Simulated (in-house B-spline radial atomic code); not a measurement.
## RPA and G0W0 on LDA exchange-only: the molybdenum ion Mo⁶⁺

Configuration [Ar] 3d10 4s2 4p6, mean-field start LDA exchange-only. Computed with a B-spline radial code for spherical atoms: all electrons, non-relativistic, point nucleus, each spin shell either full or empty, empty states to l = 9 with an (l + 1/2)⁻⁴ tail; G0W0 by contour deformation at full frequency.

Without relativity these are model numbers: it shifts the levels of so heavy an element strongly and can reorder them.

Command:
```bash
python run_gw.py task.json out
```
Settings (radii: box in bohr, nucleus in fm):
```
Z                        42
electrons                36
configuration            [Ar] 3d10 4s2 4p6
hamiltonian              nr
method                   lda,
lmax                     9
spin_polarised           False
box_radius               9.29
intervals                51
```

Run time, properties included: 1.7 s on 1 thread of Arm Neoverse V1, on a shared host.

Energies (hartree):

| term | value |
| --- | --- |
| mean-field total | -3961.58296 |
| Hartree-Fock functional on these orbitals | -3967.80674 |
| direct second order | -3.0819 |
| second-order exchange | 0.87952 |
| SOSEX correction | 0.82004 |

Q: What is the RPA correlation energy, and what remains with SOSEX?

A: RPA gives -2.7369 hartree (-2.07 eV per electron); RPA + SOSEX gives -1.9169, and the second-order doubles -2.2023 hartree (no singles). RPA lacks exchange-type terms and so overcorrelates at short range.

Quasi-particle levels (eV):

```json
{"level": "4p", "occupied": "yes", "mean field": "-114.85", "Σx - vxc": "-10.70", "Σc": "?", "QP weight": "?", "G0W0": "?"}
{"level": "3d", "occupied": "yes", "mean field": "-308.59", "Σx - vxc": "-31.89", "Σc": "7.78", "QP weight": "0.906", "G0W0": "-332.70"}
{"level": "4d", "occupied": "no", "mean field": "-75.49", "Σx - vxc": "8.02", "Σc": "-2.45", "QP weight": "0.967", "G0W0": "-69.92"}
```

G0W0 = mean field + (Σx - vxc) + Σc, with Σc (partial-wave tail included) taken at the quasi-particle energy. Only the outer levels were computed. Levels of low weight are left out.

Q: Where does G0W0 put 4p?

A: At -126.11 eV, with Σc = -0.56 eV and a quasi-particle weight of 0.954. The tabulated removal energy is 125.638 ± 0.025 eV (NIST, semi-empirical); the calculation leaves out relativity, Breit and QED terms, and what these don't explain is the method's own error.
